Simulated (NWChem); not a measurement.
All runs are NWChem calculations. System: F₃Ga, charge 1, spin multiplicity 2, at the geometry of a parent with another charge or spin, in a state set for the comparison that need not be this species' ground state. Its SCF solution wasn't tested for a lower state.

Input file:

```
start mol
memory heap 100 mb stack 700 mb global 1900 mb
charge 1
geometry units angstroms nocenter noautoz
  Ga     0.000000     0.000000     0.000001
  F      0.000000     0.000000     1.746460
  F     -1.512480     0.000000    -0.873232
  F      1.512480     0.000000    -0.873232
  symmetry group C2v
end
basis spherical
  * library 3-21g
end
scf
  rohf
  nopen 1
  maxiter 100
  thresh 1e-7
  semidirect memsize 60000000 filesize 0
  # guess.movecs holds the orbitals of an unrestricted PBE0 run
  vectors input guess.movecs swap 24 29 output mol.movecs
end
tce
  freeze core 12
  ccsd(t)
  2eorb
  2emet 13
  thresh 1e-6
  maxiter 100
  tilesize 24
end
task tce energy
```

The output up to the point where the run's verdict is printed (cleaned and shortened):

```
             Northwest Computational Chemistry Package (NWChem) 7.3.0
             --------------------------------------------------------

                                NWChem Input Module
                                -------------------

 Scaling coordinates for geometry "geometry" by  1.889725989
 (inverse scale =  0.529177249)

 Turning off AUTOSYM since
 SYMMETRY directive was detected!

                             Geometry "geometry" -> ""
                             -------------------------

 Output coordinates in angstroms (scale by  1.889725989 to convert to a.u.)

  No.       Tag          Charge          X              Y              Z
 ---- ---------------- ---------- -------------- -------------- --------------
    1 Ga                  31.0000     0.00000000     0.00000000     0.00000100
    2 F                    9.0000     0.00000000     0.00000000     1.74646000
    3 F                    9.0000    -1.51248000     0.00000000    -0.87323200
    4 F                    9.0000     1.51248000     0.00000000    -0.87323200

 Effective nuclear repulsion energy (a.u.)     296.1204119807

            Nuclear Dipole moment (a.u.)
            ----------------------------
        X                 Y               Z
 ---------------- ---------------- ----------------
     0.0000000000     0.0000000000    -0.0000094486

      Symmetry information
      --------------------

 Group name             C2v
 Group number             16
 Group order               4
 No. of unique centers     3

      Symmetry unique atoms

     1    2    3


 Summary of "ao basis" -> "" (spherical)
 ------------------------------------------------------------------------------
       Tag                 Description            Shells   Functions and Types
 ---------------- ------------------------------  ------  ---------------------
 *                           3-21g                    on all atoms

 Summary of "ao basis" -> "ao basis" (spherical)
 ------------------------------------------------------------------------------
       Tag                 Description            Shells   Functions and Types
[...]
   43   0.0041968227416  -0.4253967286729     0.3     0.3
   44   0.0182290271684  -0.4254214021991     0.3     0.3
   45   0.0722523047848  -0.4253219025970     0.3     0.3
   46   0.0002295501489  -0.4253941404043     0.3     0.3
   47   0.0009063865669  -0.4254056144800     0.3     0.3
   48   0.0029862273960  -0.4254037172427     0.3     0.3
   49   0.0152381646534  -0.4254219535689     0.3     0.3
   50   0.0853972671810  -0.4253584174471     0.3     0.3
   51   0.0001547427378  -0.4254176436407     0.3     0.3
   52   0.0006830455832  -0.4254136512539     0.3     0.3
   53   0.0021112966567  -0.4254108150535     0.3     0.3
   54   0.0093110379848  -0.4254226478610     0.3     0.3
   55   0.0385636781843  -0.4253749158261     0.3     0.3
   56   0.0001124189893  -0.4254087016903     0.3     0.3
   57   0.0004725220885  -0.4254139441269     0.3     0.3
   58   0.0016331622918  -0.4254133240574     0.3     0.3
   59   0.0090268654435  -0.4254222423833     0.3     0.3
   60   0.0552106055287  -0.4253898719473     0.3     0.3
   61   0.0000803362509  -0.4254206926314     0.3     0.3
   62   0.0003535137830  -0.4254186661639     0.3     0.3
   63   0.0011231068971  -0.4254168580711     0.3     0.3
   64   0.0050433353499  -0.4254231233170     0.3     0.3
   65   0.0216267393353  -0.4253987306386     0.3     0.3
   66   0.0000540164015  -0.4254162059345     0.3     0.3
   67   0.0002339947041  -0.4254189488605     0.3     0.3
   68   0.0009266691410  -0.4254187504303     0.3     0.3
   69   0.0056673045530  -0.4254229800533     0.3     0.3
   70   0.0376774939640  -0.4254072919796     0.3     0.3
   71   0.0000375528678  -0.4254228076204     0.3     0.3
   72   0.0001520462112  -0.4254213659700     0.3     0.3
   73   0.0004596104233  -0.4254205564424     0.3     0.3
   74   0.0020329068510  -0.4254232009077     0.3     0.3
   75   0.0083976698654  -0.4254127730848     0.3     0.3
   76   0.0000287690121  -0.4254195976326     0.3     0.3
   77   0.0001096242371  -0.4254211275360     0.3     0.3
   78   0.0003168359473  -0.4254209917966     0.3     0.3
   79   0.0013928743513  -0.4254230548347     0.3     0.3
   80   0.0056805909969  -0.4254157085363     0.3     0.3
   81   0.0000212152943  -0.4254233484090     0.3     0.3
   82   0.0000823240130  -0.4254222435686     0.3     0.3
   83   0.0002399250273  -0.4254218408854     0.3     0.3
   84   0.0010443795011  -0.4254232916663     0.3     0.3
   85   0.0041405403478  -0.4254176457917     0.3     0.3
   86   0.0000162210051  -0.4254213911673     0.3     0.3
   87   0.0000633272425  -0.4254222244473     0.3     0.3
   88   0.0001892538579  -0.4254220928927     0.3     0.3
   89   0.0008844909182  -0.4254232522699     0.3     0.3
   90   0.0042942103445  -0.4254190865784     0.3     0.3
   91   0.0000121027930  -0.4254234935999     0.3     0.3
   92   0.0000463122288  -0.4254227447229     0.3     0.3
   93   0.0001352734737  -0.4254225540748     0.3     0.3
   94   0.0005889784287  -0.4254233835567     0.3     0.3
   95   0.0023379738117  -0.4254201982739     0.3     0.3
   96   0.0000090681446  -0.4254223811375     0.3     0.3
   97   0.0000362106042  -0.4254228088557     0.3     0.3
   98   0.0001113202554  -0.4254227133875     0.4     0.4
   99   0.0005476923621  -0.4254233756569     0.5     0.5
  100   0.0028781127189  -0.4254209072460     0.4     0.4
  0 ga offset                   0 size_xx_perproc                 212mx    1
 WRITE TENSOR
  filename: ./mol.t1amp.000000
  unit nr:       79
  file size:            212
  rec_mem (KB):     2048
  rec_size:         262144
  number of tasks:            1
  0 ga offset                   0 size_xx_perproc               61049mx    1
 WRITE TENSOR
  filename: ./mol.t2amp.000000
  unit nr:       80
  file size:          61049
  rec_mem (KB):     2048
  rec_size:         262144
  number of tasks:            1
 ------------------------------------------------------------------------
```

Convergence was not reached. The next line reads: ccsd_energy_loc: maxiter exceeded 101. NWChem stopped with the message: ccsd_energy_loc: maxiter exceeded 101.
